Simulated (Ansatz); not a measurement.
Geometry optimisation, Ansatz, RKS PBE0/6-31G*.

input.yaml

```yaml
crystal:
  periodic: [false, false, false]
  atoms:
    - { symbol: C, position_ang: [-0.0465, 0.4779, -2.2452] }
    - { symbol: C, position_ang: [0.1554, 0.4139, -1.0887] }
    - { symbol: Si, position_ang: [0.5102, 0.2444, 0.7161] }
    - { symbol: "N", position_ang: [-0.51, -0.8322, 1.3904] }
    - { symbol: H, position_ang: [-0.3169, 0.6111, -3.3125] }
    - { symbol: H, position_ang: [0.3806, 1.5425, 1.4412] }
    - { symbol: H, position_ang: [1.911, -0.335, 0.9507] }
    - { symbol: H, position_ang: [-0.4821, -1.7023, 0.8767] }
    - { symbol: H, position_ang: [-1.5133, -0.4667, 1.2542] }
basis:
  gaussian: { orbitals: "6-31G*" }
hamiltonian:
  xc: pbe0
relax:
  f_tol: 0.015
  max_steps: 40
```

Run as:

```bash
$ ansatz run input.yaml --threads 1 --pin off --max-ram 2048MiB --backend cpu --events-out ev --progress --plain --runs-dir out
```

Problem. Where does it end, and by what steps?

Solution. The run converged. After 5 steps the energy has fallen by 0.565 eV; H8 moved furthest, 0.36 Å.

```
step  energy less start (eV)  largest force component (eV/Å)  accepted
   0                  0.0000                           5.965       yes
   1                 -0.4577                           1.820       yes
   2                 -0.5450                           0.414       yes
   3                 -0.5609                           0.214       yes
   4                 -0.5644                           0.103       yes
   5                 -0.5650                           0.008       yes
```

```xyz
9
Properties=species:S:1:pos:R:3
C 0.009 0.607 -2.354
C 0.213 0.464 -1.165
Si 0.492 0.221 0.636
N -0.590 -0.868 1.427
H -0.164 0.737 -3.400
H 0.351 1.548 1.291
H 1.868 -0.312 0.802
H -0.534 -1.853 1.203
H -1.556 -0.589 1.542
```

Whether the end is a true minimum wasn't checked by a vibrational analysis.

Time of the run: 41 s on 1 thread of Intel(R) Xeon(R) Processor @ 2.50GHz (Skylake/Cascade Lake) (shared host), peak memory 0.16 GiB.
